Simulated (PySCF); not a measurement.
**Sound and unsound settings**

Molecule: SMILES C=C/C(F)=C\C(=O)[O-], [C5H4FO2]-; geometry GFN2-xTB.

Molfile (atoms numbered from 1):
```
C5H4FO2
     RDKit          3D

 12 11  0  0  0  0  0  0  0  0999 V2000
    2.2973   -0.1243    0.2813 C   0  0  0  0  0  0  0  0  0  0  0  0
    0.9748   -0.2578    0.2696 C   0  0  0  0  0  0  0  0  0  0  0  0
    0.0621    0.5996   -0.4427 C   0  0  0  0  0  0  0  0  0  0  0  0
    0.6766    1.6317   -1.1576 F   0  0  0  0  0  0  0  0  0  0  0  0
   -1.2613    0.5019   -0.4804 C   0  0  0  0  0  0  0  0  0  0  0  0
   -2.1537   -0.5641    0.2380 C   0  0  0  0  0  0  0  0  0  0  0  0
   -1.5828   -1.4241    0.9207 O   0  0  0  0  0  0  0  0  0  0  0  0
   -3.3617   -0.4080    0.0257 O   0  0  0  0  0  0  0  0  0  0  0  0
    2.7958    0.6644   -0.2617 H   0  0  0  0  0  0  0  0  0  0  0  0
    2.9310   -0.7984    0.8343 H   0  0  0  0  0  0  0  0  0  0  0  0
    0.4525   -1.0403    0.8063 H   0  0  0  0  0  0  0  0  0  0  0  0
   -1.8295    1.2188   -1.0596 H   0  0  0  0  0  0  0  0  0  0  0  0
  1  2  2  0
  2  3  1  0
  3  4  1  0
  3  5  2  0
  5  6  1  0
  6  7  2  0
  6  8  1  0
  1  9  1  0
  1 10  1  0
  2 11  1  0
  5 12  1  0
M  CHG  1   8  -1
M  END
```

All runs: PySCF, non-relativistic, gas phase unless a solvent (IEF-PCM) is named; grid level 2, GIAOs and SCF threshold 1e-9 unless changed. The yardstick, PBE0/pcSseg-1, gives these isotropic shieldings σ (ppm, equivalent atoms averaged): C3 18.0, C2 44.5, O8 -54.9, O7 15.3, H11 21.97, H12 26.08, H9 26.77.

Q: What do these inputs give? (1) LC-wPBE/pcJ-1; aux def2-universal-jkfit; (2) OLYP/6-311+G(2d,p); guess huckel; (3) solvent dichloromethane; wB97X-D/6-31G; guess huckel; (4) PBE0/6-31++G**; grid level 3; (5) PBE0/MINI; max_cycle 1

A: 
```
run        outcome  functions  wall time    C3    C2     O8    O7    H11    H12     H9
  1      converged        256       32 s  16.3  39.7  -29.8  25.9  21.98  26.07  26.81
  2      converged        240       45 s  23.5  52.6  -40.5  19.0  21.96  25.94  26.94
  3      converged         80      8.4 s  40.5  74.5    2.7  36.2  24.00  27.69  27.15
  4      converged        168       18 s  39.5  65.8    1.5  49.5  21.79  26.05  26.72
  5  not converged         44     0.64 s     –     –      –     –      –      –      –
```

Times are on 1 thread of an Arm Neoverse V2, shared host.

Q: Comment on the technical settings and failures.

A: 
- Run 1: The functional and orbital basis differ from the yardstick's, which in itself moves the values. The other auxiliary basis adds little: it changes only the density-fitting error.
- Run 2: The functional and orbital basis differ from the yardstick's, which in itself moves the values. The starting guess changes the path of the SCF (21 cycles), not the solution, provided the same state is reached.
- Run 3: The functional and orbital basis and medium differ from the yardstick's, which in itself moves the values. The starting guess changes the path of the SCF (14 cycles), not the solution, provided the same state is reached.
- Run 5: The SCF stopped after 1 cycles without meeting its threshold and the cycle limit at 1, so no response property followed.

Run 5 was set up unsoundly or failed; its numbers aren't to be quoted as properties of the molecule.
